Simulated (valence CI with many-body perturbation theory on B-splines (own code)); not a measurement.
## Cu XVI: E2, M1, M2 decay

Computed by relativistic CI+MBPT: four valence electrons over a frozen Dirac-Fock core [Ne], a basis of 11 s, 11 p, 9 d, 7 f, 5 g, 2 h, 1 i functions for each j, with the one-electron correlation potential Σ1, the two-electron term Σ2, the three-electron term Σ3, Breit, model QED; selected CI, second order for the rest (own B-spline code, finite nucleus).

No measured spectrum was set against this ion. As an estimate, levels of excited configurations hold to 0.05 to 0.15 % of their energy, terms of the ground configuration to about 0.5 %.

Lines 1 to 12 of 12 in falling wavelength, among levels below 1005200 cm⁻¹, chosen from the decays that carry over 1 % of a level's rate. Wavelengths and rates use the calculated energies, so an error of 200 cm⁻¹ moves a line at 2541 Å by 0.51 % and its rate by three times that or more. Electric multipoles are in the length gauge, E1 and E2 with the static RPA response of the core. S is in atomic units (e²a₀⁴ for E2 and M2, e²a₀⁶ for E3), for M1 in squared Bohr magnetons. Weak lines are less certain than strong ones. Lines between different terms over intervals too small for the method are left out, as are lines whose strength nearly cancels.

Names give the largest LS component (configuration and term), which can be under half, so a name can repeat, a term be missing and a line seem to break the LS rules; names also repeat where a configuration has a term twice.

```tsv
λ vac (Å)	Upper	Lower	Type	A (s⁻¹)	S (a.u.)
7050	3s2.3p2 3P_2	3s2.3p2 3P_1	M1	3.17e+01	2.06e+00
5378	3s2.3p2 3P_1	3s2.3p2 3P_0	M1	1.09e+02	1.88e+00
5332	3s2.3p.3d 3F°_4	3s2.3p.3d 3F°_3	M1	1.32e+02	6.65e+00
2541	3s2.3p2 1D_2	3s2.3p2 3P_2	M1	3.65e+02	1.11e+00
1868	3s2.3p2 1D_2	3s2.3p2 3P_1	M1	3.72e+02	4.50e-01
950.7	3s2.3p2 1S_0	3s2.3p2 3P_1	M1	4.01e+03	1.28e-01
718.2	3s2.3p.3d 3F°_4	3s.3p3 3P°_2	E2	2.01e+01	3.09e-02
531.4	3s2.3p.3d 3F°_4	3s.3p3 3D°_3	M1	3.63e+01	1.82e-03
531.4	3s2.3p.3d 3F°_4	3s.3p3 3D°_3	E2	8.28e+00	2.82e-03
513.3	3s2.3p.3d 3F°_4	3s.3p3 3D°_2	E2	2.39e+01	6.85e-03
357.2	3s2.3p.3d 3F°_4	3s.3p3 5S°_2	E2	1.24e+01	5.79e-04
206.6	3s2.3p.3d 3F°_4	3s2.3p2 1D_2	M2	7.39e+01	2.23e-04
```
